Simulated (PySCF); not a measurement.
**From computed data to an observable: oscillator strength and radiative lifetime**

In(Br)(Me)2 (C2H6BrIn), SMILES [In]([Br])([CH3])[CH3].

The structure is a stationary point at B3LYP-D3(BJ)/def2-SVP. The structure was generated by enumeration; whether it is a known compound was not checked. The def2 effective core potentials stand for the cores of In; spin–orbit coupling is left out.

TDA-PBE/def2-SVPD (PySCF) puts the first singlet state with f over 0.02 at 4.74 eV (vertical), with the transition dipole (-0.340, 0.477, -0.431) in atomic units.

Task: Find the oscillator strength, the wavelength and the radiative lifetime that this transition would have in vacuum if emission retraced absorption.

Result: 
|μ|² = 0.5289 au, so |μ| = 1.85 D. ΔE = 4.74/27.211 = 0.1742 hartree. f = (2/3) ΔE |μ|² = 0.061 (the program prints 0.061).
λ = 1239.84/4.74 = 262 nm; ν = 38231 cm⁻¹.
Einstein's coefficient A = 0.6670 ν² f s⁻¹ (ν in cm⁻¹) = 6.0e7 s⁻¹, so τ = 1/A = 17 ns. This state is S2; the lower singlet has f = 0.000. The figure is the radiative limit of this one transition; relaxation, internal conversion, crossing to triplets and a medium change what is measured.
